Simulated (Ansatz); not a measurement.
Reactions of `C#CC(C)(C)C`.

Computed with Ansatz on PBE0-D4/def2-TZVP structures; ΔE is electronic, products minus reactants. CCSD(T)/CBS adds triple-zeta CCSD(T) − MP2 to the extrapolated MP2 energy (def2 sets, frozen cores). This one scheme is used for every species. def2 core potentials past Kr. For Nb outer-core shells are correlated without core-valence functions, which leaves a few kJ/mol of doubt a bond. One conformer a species, not always the lowest.

(1) Order these by ΔE at CCSD(T)/CBS, lowest first. (Best estimate.)
A. `C#CC(C)(C)C` → `C1C[C@@H]2C[C@@H]2C1`
B. `C#CC(C)(C)C` + `CC(O)(O)F` → `COC(C)(O)F` + `C#CC(C)C`
C. `C#CC(C)(C)C` → `C#CCCCC`
D. `C#CC(C)(C)C` + `[CH3][Nb](=[NH])([F])[Cl]` → `CC(C)(C)[N]=[Nb]([CH3])([F])[Cl]` + `C#C`
E. `C#CC(C)(C)C` → `C1CC1C1CC1`
F. `C#CC(C)(C)C` → `C=CCCC=C`
G. `C#CC(C)(C)C` → `C=CC(=C)CC`
H. `C#CC(C)(C)C` → `C#C` + `C=C(C)C`

Largest T1 diagnostic: 0.020, for `[CH3][Nb](=[NH])([F])[Cl]`.

Answers

(1) A (-81.9 kJ/mol), G (-52.1 kJ/mol), F (-27.6 kJ/mol), D (-0.9 kJ/mol), C (+11.3 kJ/mol), E (+22.6 kJ/mol), B (+61.3 kJ/mol), H (+115.4 kJ/mol).
